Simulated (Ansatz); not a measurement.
A nudged elastic band was laid between two geometries of AlB₂BrH₄ (8 atoms, charge 0, multiplicity 1).

Method: RKS PBE0-D4/def2-SVP in Ansatz.

```
movable images  : 5
climbing image  : yes
spring          : 5.0 eV/Å²
optimiser       : quadratic models (default)
start path      : through a guess of the saddle point
force threshold : 0.03 eV/Å
iteration limit : 60
end points      : relaxed
```

First end point:

```xyz
8
Properties=species:S:1:pos:R:3
B -0.001 1.511 -0.499
B 0.685 0.417 0.458
Al -0.376 -1.427 0.410
Br 0.354 -2.920 -1.135
H 0.246 1.560 -1.686
H -0.897 2.225 -0.099
H 1.666 0.449 1.164
H -1.585 -1.873 1.332
```

Last end point:

```xyz
8
Properties=species:S:1:pos:R:3
B 0.001 1.507 -0.501
B 0.688 0.419 0.461
Al -0.375 -1.424 0.411
Br 0.348 -2.911 -1.143
H -0.899 2.219 -0.103
H 0.246 1.554 -1.689
H 1.664 0.452 1.174
H -1.582 -1.874 1.335
```

(1) What changes between the two ends?

(2) What energy profile does the band end with?

(3) What is the geometry of the highest image?

(4) What are the harmonic wavenumbers there?

Answers

(1) No bond is made or broken. The dihedral H5–B1–B2–Al3 goes from -84 to 87°. The two ends are copies of one structure, up to a mirror image or an exchange of like atoms.

(2) It converged. The highest image is number 3 of 0 to 6, 87.0 kJ/mol above the ends, which have the same energy within 2 meV. A vibrational analysis at the climbing image gives one clearly imaginary mode, 604i cm⁻¹: a first-order saddle point.

```
image  path coordinate (Å)  energy (kJ/mol)  dihedral H5–B1–B2–Al3 (°)
    0                 0.00              0.0                        -84
    1                 0.83              7.8                        -65
    2                 1.66             47.3                        -29
    3                 2.49             87.0                          5
    4                 3.31             45.6                         37
    5                 4.13              5.4                         73
    6                 4.95              0.0                         87
```

(3) 
```xyz
8
Properties=species:S:1:pos:R:3
B 0.103 1.615 -0.612
B 0.486 0.309 0.506
Al -0.504 -1.554 0.515
Br 0.388 -2.974 -1.034
H -0.818 1.547 -1.397
H 0.746 2.641 -0.637
H 1.428 0.471 1.256
H -1.736 -2.113 1.348
```

(4) 604i, 39, 107, 149, 386, 432, 515, 539, 638, 708, 858, 932, 988, 1205, 1937, 2564, 2587, 2654 cm⁻¹.

Run time: 7.3 min on 2 threads of Arm Neoverse N1, with other jobs on the host, peak memory 0.23 GiB.
